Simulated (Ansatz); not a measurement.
Mulliken charges of `NB(O)[SeH]` from PBE/def2-TZVPP in Ansatz (PBE0-D4/def2-TZVP geometry).

```csv
atom,x (Å),y (Å),z (Å),charge (e)
N1,-0.410,0.898,0.045,-0.281
B2,0.359,-0.275,-0.033,0.134
O3,1.724,-0.294,-0.099,-0.254
Se4,-0.455,-2.074,-0.057,-0.108
H5,-0.010,1.820,0.057,0.145
H6,-1.411,0.893,0.093,0.166
H7,2.135,0.573,-0.088,0.179
H8,-1.840,-1.599,0.026,0.020
```

Q: By hand: the dipole of these point charges (1 e Å = 4.8032 D).

A: Σ q r = (-0.116, 0.492, 0.023) e Å, of length 0.506 e Å = 2.43 D.

Q: How does the dipole of the full density compare? (Best estimate.)

A: Computed: (-0.126, 0.758, 0.032) e Å, 3.69 D; the point charges give 0.66 times that, at 4° from its direction.

Point charges leave out the atoms' own dipoles, such as those of lone pairs, and Mulliken's split depends on the basis, so the two needn't agree.
